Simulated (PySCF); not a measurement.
The complex MoI3 (charge 0) contains Mo(III), shell d3. The structure is a model geometry with rigid ligands and bond lengths from ionic radii, not a minimum; coordination trigonal planar, point group D3h, metal–donor distances 2.57 Å.

The d shell alone is too small an active space for MoI3 (an active orbital has only 0.67 squared overlap with the free ion's shell): its levels, fitted parameters, g values and moments show what this model gives and aren't sound predictions.

```
4

Mo    0.0000    0.0000    0.0000
I     2.5700    0.0000    0.0000
I    -1.2850    2.2257    0.0000
I    -1.2850   -2.2257    0.0000
```

Method (PySCF 2.14, density fitting): CASSCF(3,5) with orbitals averaged over all microstates of the shell, strongly contracted NEVPT2 on the averaged canonical orbitals; basis x2c-TZVPall on the metal, x2c-SVPall elsewhere; spin-free X2C; gas phase; spin-orbit coupling by state interaction with the mean-field operator over all roots.

Q: What is the ground state?

A: 4A2' (S = 3/2, orbital degeneracy 1), orbital occupations from the lowest 1.0 1.0 1.0 0.0 0.0, by NEVPT2.

Q: List the excited states of the same spin.

A: By NEVPT2: 4A1'' at 8578 cm⁻¹ (1166 nm); 4A2'' at 8649 cm⁻¹ (1156 nm); 4E'' at 10436 cm⁻¹ (958 nm); 4E' at 14597 cm⁻¹ (685 nm); 4A2' at 21827 cm⁻¹ (458 nm); 4E'' at 31314 cm⁻¹ (319 nm). The strongest, at 14597 cm⁻¹, has f = 3.2e-03.

Q: Which is the lowest state of another spin?

A: 2A2' at 9876 cm⁻¹ by NEVPT2; CASSCF alone puts it at 10514 cm⁻¹ above the same ground state.

Q: What ligand-field parameters describe the result?

A: At CASSCF level (the NEVPT2 levels don't fit a ligand-field model well): orbital energies 0, 3536, 3536, 14364, 14364 cm⁻¹; B = 560 cm⁻¹; C = 2392 cm⁻¹; B over its free-ion value at the same level 0.686; the fit misses the states by 640 cm⁻¹ rms, so splittings below that are unsure; spin-orbit coupling on the heavy ligands mixes in, so no single ζ describes it.

Q: What are the magnetic parameters?

A: The ground multiplet follows a spin Hamiltonian with S = 3/2, g = 1.926, 1.926, 1.996, D = -9.86 cm⁻¹, E/|D| = 0.00 (spin-orbit part alone); the lowest levels hold 99 % of the spin-free ground state. μeff is 3.79 μB at 300 K and 3.52 μB at 10 K; the spin-only value is 3.88 μB.

The geometry is a model, and the complex may not exist in this form. Charge-transfer states lie outside this active space and may come lower than some of these levels. NEVPT2 lifts 4A1'' from 5870 to 8578 cm⁻¹; on the d shell alone such lifts tend to overshoot. NEVPT2 on the d shell alone tends to put d–d bands too high for such charged or covalently bound ions.

The job took 40 s on one thread of Arm Neoverse V2 (shared host), with 171 basis functions and a peak of 0.56 GiB, launched as `OMP_NUM_THREADS=1 python lf_run.py task.json out`.
